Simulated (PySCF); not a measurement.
C₂H₄N, SMILES [CH]=NC, multiplicity 2.

Coordinates come from a B3LYP-D3(BJ)/def2-TZVP optimisation. The isomer is the one that the SMILES or the coordinates give; other isomers of the formula were not compared.

Calculation: TDA-PBE/def2-SVPD (PySCF).

Vertical excitations. 

Problem. List the lowest excited states. (An estimate is asked for; the answer gives what the named calculation found.)

Solution. 
```csv
state,energy (eV),λ (nm),f,main pairs
root 1,3.04,408,0.003,α HOMO→LUMO 99 %
root 2,4.47,277,0.035,α HOMO→LUMO+1 97 %
root 3,4.57,271,0.011,"α HOMO−2→LUMO 7 %, β HOMO→LUMO 85 %"
root 4,4.98,249,0.001,β HOMO−1→LUMO 93 %
root 5,5.40,229,0.048,α HOMO→LUMO+2 96 %
root 6,5.83,213,0.001,"α HOMO−2→LUMO 45 %, β HOMO−1→LUMO+1 51 %"
root 7,6.00,206,0.000,"α HOMO−1→LUMO 18 %, β HOMO→LUMO+1 76 %"
root 8,6.33,196,0.046,α HOMO→LUMO+3 96 %
root 9,6.48,191,0.008,α HOMO→LUMO+4 97 %
root 10,6.64,187,0.002,α HOMO→LUMO+5 96 %
```
Unrestricted roots are not spin-pure.
